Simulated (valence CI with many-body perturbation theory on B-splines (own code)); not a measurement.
Results of a calculation; reference values are marked as such.
## Energy levels of Ba49+

Method: configuration interaction combined with many-body perturbation theory (CI+MBPT): five valence electrons over a frozen Dirac-Fock core [He], a basis of 11 s, 11 p, 10 d, 8 f, 5 g, 2 h functions for each j, with the one-electron correlation potential Σ1 (screened to all orders), the two-electron term Σ2, the three-electron term Σ3, Breit, model QED; selected single and double excitations, second order for the rest, scaled by the run's own slope (own B-spline code, finite nucleus).

The last digits are not significant, and no measured levels were compared; by estimate large intervals hold to a few tenths of a per cent, small ones and those within an open d or f shell to about a per cent. Among the levels kept, up to 7300 cm⁻¹ of a level comes from second order outside the variational space, and about a tenth of that is noise between levels of different J, which matters for small intervals.

Levels 46 to 90 of 198, with energies above the lowest level, (2s^2 2p1/2^2 2p3/2) J=3/2. "Leading %" is the weight of the configuration and term that name the level; weights of strongly mixed levels are sums over their largest components and can fall short. In the jj column 3d3/2^4 stands for four electrons in 3d with j = 3/2.

| No. | Configuration | Term | J | E (Ry) | Leading % | Second component | g | Leading jj |
| --- | --- | --- | --- | --- | --- | --- | --- | --- |
| 46 | 2s2 2p2 3d | 4D | 7/2 | 413.26 | 47 | 34 % 2s2 2p2 3d 4F | 1.303 | 2s^2 2p1/2 2p3/2 3d5/2 (98 %) |
| 47 | 2s2 2p2 3d | 2F | 5/2 | 413.27 | 22 | 22 % 2s2 2p2 3d 4P | 1.227 | 2s^2 2p1/2 2p3/2 3d3/2 (65 %) |
| 48 | 2s2 2p2 3d | 2D | 3/2 | 413.38 | 43 | 22 % 2s2 2p2 3d 4D | 1.100 | 2s^2 2p1/2 2p3/2 3d3/2 (82 %) |
| 49 | 2s2 2p2 3d | 4P | 1/2 | 413.78 | 34 | 31 % 2s2 2p2 3d 2P | 1.705 | 2s^2 2p1/2 2p3/2 3d3/2 (94 %) |
| 50 | 2s2 2p2 3d | 4P | 3/2 | 414.35 | 36 | 36 % 2s2 2p2 3d 2P | 1.383 | 2s^2 2p1/2 2p3/2 3d5/2 (88 %) |
| 51 | 2s2 2p2 3d | 2G | 9/2 | 414.52 | 62 | 38 % 2s2 2p2 3d 4F | 1.182 | 2s^2 2p1/2 2p3/2 3d5/2 (100 %) |
| 52 | 2s2 2p2 3d | 2F | 5/2 | 414.53 | 40 | 29 % 2s2 2p2 3d 4D | 1.139 | 2s^2 2p1/2 2p3/2 3d5/2 (85 %) |
| 53 | 2s2 2p2 3d | 2D | 5/2 | 415.49 | 61 | 21 % 2s2 2p2 3d 4P | 1.225 | 2s^2 2p1/2 2p3/2 3d5/2 (94 %) |
| 54 | 2s2 2p2 3d | 2F | 7/2 | 415.96 | 66 | 17 % 2s2 2p2 3d 2G | 1.116 | 2s^2 2p1/2 2p3/2 3d5/2 (95 %) |
| 55 | 2s2 2p2 3d | 2D | 3/2 | 416.16 | 59 | 28 % 2s2 2p2 3d 2P | 0.959 | 2s^2 2p1/2 2p3/2 3d5/2 (99 %) |
| 56 | 2s2 2p2 3d | 2P | 1/2 | 416.43 | 55 | 34 % 2s2 2p2 3d 2S | 1.179 | 2s^2 2p1/2 2p3/2 3d5/2 (94 %) |
| 57 | 2s 2p3 3p | 2P | 1/2 | 416.69 | 35 | 18 % 2s 2p3 3p 4D | 1.157 | 2s 2p1/2^2 2p3/2 3p1/2 (89 %) |
| 58 | 2s 2p3 3p | 2D | 3/2 | 416.74 | 32 | 24 % 2s 2p3 3p 4F | 0.956 | 2s 2p1/2^2 2p3/2 3p1/2 (96 %) |
| 59 | 2s 2p3 3p | 4D | 7/2 | 420.32 | 46 | 33 % 2s 2p3 3p 6P | 1.460 | 2s 2p1/2^2 2p3/2 3p3/2 (97 %) |
| 60 | 2s 2p3 3p | 4P | 3/2 | 420.83 | 34 | 24 % 2s 2p3 3p 2P | 1.554 | 2s 2p1/2^2 2p3/2 3p3/2 (97 %) |
| 61 | 2s 2p3 3p | 4P | 5/2 | 421.76 | 37 | 21 % 2s 2p3 3p 2D | 1.436 | 2s 2p1/2^2 2p3/2 3p3/2 (96 %) |
| 62 | 2s 2p3 3p | 2P | 1/2 | 422.05 | 37 | 30 % 2s 2p3 3p 4P | 1.559 | 2s 2p1/2^2 2p3/2 3p3/2 (97 %) |
| 63 | 2s2 2p2 3s | 4P | 5/2 | 422.74 | 61 | 36 % 2s2 2p2 3s 2D | 1.431 | 2s^2 2p3/2^2 3s (97 %) |
| 64 | 2s2 2p2 3s | 2P | 3/2 | 423.26 | 53 | 35 % 2s2 2p2 3s 2D | 1.161 | 2s^2 2p3/2^2 3s (98 %) |
| 65 | 2s 2p3 3p | 2D | 5/2 | 425.39 | 29 | 18 % 2s 2p3 3p 4P | 1.249 | 2s 2p1/2^2 2p3/2 3p3/2 (98 %) |
| 66 | 2s 2p3 3d | 4D° | 5/2 | 425.66 | 30 | 24 % 2s 2p3 3d 6D° | 1.290 | 2s 2p1/2^2 2p3/2 3d3/2 (97 %) |
| 67 | 2s 2p3 3d | 6D° | 3/2 | 425.89 | 30 | 19 % 2s 2p3 3d 4P° | 1.415 | 2s 2p1/2^2 2p3/2 3d3/2 (97 %) |
| 68 | 2s 2p3 3d | 4F° | 7/2 | 426.02 | 24 | 23 % 2s 2p3 3d 6D° | 1.291 | 2s 2p1/2^2 2p3/2 3d3/2 (87 %) |
| 69 | 2s2 2p2 3s | 2S | 1/2 | 426.02 | 63 | 17 % 2s2 2p2 3s 4P | 1.964 | 2s^2 2p3/2^2 3s (88 %) |
| 70 | 2s 2p3 3d | 4P° | 1/2 | 426.03 | 44 | 34 % 2s 2p3 3d 6D° | 2.415 | 2s 2p1/2^2 2p3/2 3d3/2 (97 %) |
| 71 | 2s 2p3 3p | 2P | 3/2 | 426.20 | 30 | 16 % 2s 2p3 3p 4D | 1.216 | 2s 2p1/2^2 2p3/2 3p3/2 (98 %) |
| 72 | 2s 2p3 3p | 4P | 1/2 | 426.52 | 37 | 15 % 2s 2p3 3p 2S | 1.806 | 2s 2p1/2^2 2p3/2 3p3/2 (88 %) |
| 73 | 2s 2p3 3d | 4F° | 9/2 | 427.70 | 47 | 34 % 2s 2p3 3d 6D° | 1.358 | 2s 2p1/2^2 2p3/2 3d5/2 (98 %) |
| 74 | 2s2 2p2 3p | 2P° | 3/2 | 428.70 | 26 | 25 % 2s2 2p2 3p 4P° | 1.432 | 2s^2 2p3/2^2 3p1/2 (97 %) |
| 75 | 2s2 2p2 3p | 2D° | 5/2 | 428.92 | 24 | 21 % 2s2 2p2 3p 2F° | 1.206 | 2s^2 2p3/2^2 3p1/2 (80 %) |
| 76 | 2s 2p3 3d | 4D° | 5/2 | 429.05 | 17 | 16 % 2s 2p3 3d 2D° | 1.309 | 2s 2p1/2^2 2p3/2 3d5/2 (80 %) |
| 77 | 2s 2p3 3d | 4D° | 3/2 | 429.09 | 27 | 14 % 2s 2p3 3d 4P° | 1.064 | 2s 2p1/2^2 2p3/2 3d5/2 (68 %) |
| 78 | 2s 2p3 3d | 4D° | 7/2 | 429.62 | 41 | 27 % 2s 2p3 3d 2F° | 1.276 | 2s 2p1/2^2 2p3/2 3d5/2 (86 %) |
| 79 | 2s 2p3 3d | 4D° | 1/2 | 430.47 | 57 | 17 % 2s 2p3 3d 2P° | 0.597 | 2s 2p1/2^2 2p3/2 3d5/2 (71 %) |
| 80 | 2s 2p3 3d | 2F° | 5/2 | 430.67 | 33 | 25 % 2s 2p3 3d 4G° | 0.920 | 2s 2p1/2^2 2p3/2 3d3/2 (98 %) |
| 81 | 2s 2p3 3d | 2D° | 3/2 | 431.21 | 40 | 18 % 2s 2p3 3d 2P° | 0.990 | 2s 2p1/2^2 2p3/2 3d3/2 (69 %) |
| 82 | 2s 2p3 3d | 2P° | 1/2 | 431.41 | 55 | 13 % 2s 2p3 3d 4D° | 0.628 | 2s 2p1/2^2 2p3/2 3d3/2 (68 %) |
| 83 | 2s2 2p2 3p | 2P° | 1/2 | 431.95 | 69 | 15 % 2s2 2p2 3p 4D° | 0.665 | 2s^2 2p3/2^2 3p1/2 (91 %) |
| 84 | 2s 2p3 3d | 2F° | 7/2 | 433.13 | 31 | 18 % 2s 2p3 3d 4D° | 1.167 | 2s 2p1/2^2 2p3/2 3d5/2 (98 %) |
| 85 | 2s 2p3 3s | 6S° | 5/2 | 433.89 | 32 | 30 % 2s 2p3 3s 4D° | 1.494 | 2s 2p1/2 2p3/2^2 3s (69 %) |
| 86 | 2s 2p3 3d | 2D° | 5/2 | 433.92 | 16 | 14 % 2s 2p3 3s 6S° | 1.270 | 2s 2p1/2^2 2p3/2 3d5/2 (70 %) |
| 87 | 2s 2p3 3d | 2P° | 3/2 | 434.02 | 28 | 15 % 2s 2p3 3d 4P° | 1.295 | 2s 2p1/2^2 2p3/2 3d5/2 (98 %) |
| 88 | 2s 2p3 3s | 4S° | 3/2 | 435.37 | 45 | 29 % 2s 2p3 3s 4D° | 1.465 | 2s 2p1/2 2p3/2^2 3s (96 %) |
| 89 | 2s 2p3 3s | 4D° | 7/2 | 435.59 | 45 | 33 % 2s2 2p2 3p 4D° | 1.349 | 2s^2 2p3/2^2 3p3/2 (54 %) |
| 90 | 2s2 2p2 3p | 2D° | 5/2 | 436.17 | 46 | 32 % 2s2 2p2 3p 4P° | 1.304 | 2s^2 2p3/2^2 3p3/2 (87 %) |

Where two levels of one J and parity lie close, their mixing, g and order are uncertain.
